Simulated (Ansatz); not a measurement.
Start from `C=CN[SiH2]C` and change one atom or group to get `C[SiH2][NH][GeH3]`.

Ansatz, PBE0-D4/def2-TZVP geometries, multiplicity 1. Each molecule was computed in one conformer, which needn't be the lowest.

Scalar relativity is left out up to krypton.

| property | `C=CN[SiH2]C` |
| --- | --- |
| size of the dipole moment (PBE/def2-TZVPP) / D | 1.65 |
| HOMO–LUMO gap (ωB97M-V/def2-TZVPP) / eV | 10.45 |
| size of the dipole moment (B3LYP/def2-TZVPP) / D | 1.58 |
| LUMO energy (PBE/def2-TZVPP) / eV | -0.19 |
| LUMO energy (B3LYP/def2-TZVPP) / eV | 0.48 |
| HOMO energy (PBE0/def2-TZVPP) / eV | -6.00 |

Question: What does the change do to each property? (An estimate is asked.)

Answer: Computed: 
```tsv
property	`C[SiH2][NH][GeH3]`	shift
size of the dipole moment (PBE/def2-TZVPP) / D	1.08	-0.57
HOMO–LUMO gap (ωB97M-V/def2-TZVPP) / eV	11.32	0.87
size of the dipole moment (B3LYP/def2-TZVPP) / D	1.04	-0.54
LUMO energy (PBE/def2-TZVPP) / eV	-0.55	-0.36
LUMO energy (B3LYP/def2-TZVPP) / eV	0.04	-0.44
HOMO energy (PBE0/def2-TZVPP) / eV	-7.13	-1.13
```

With PBE0 the HOMO falls by 1.13 eV and the LUMO falls by 0.46 eV, so the gap widens by about 0.67 eV. PBE moves the HOMO by -0.90 eV and ωB97M-V by -1.22 eV. Dipoles are sizes alone; their direction can turn.

B3LYP here is the variant with VWN-RPA as its local correlation; programs differ in this.
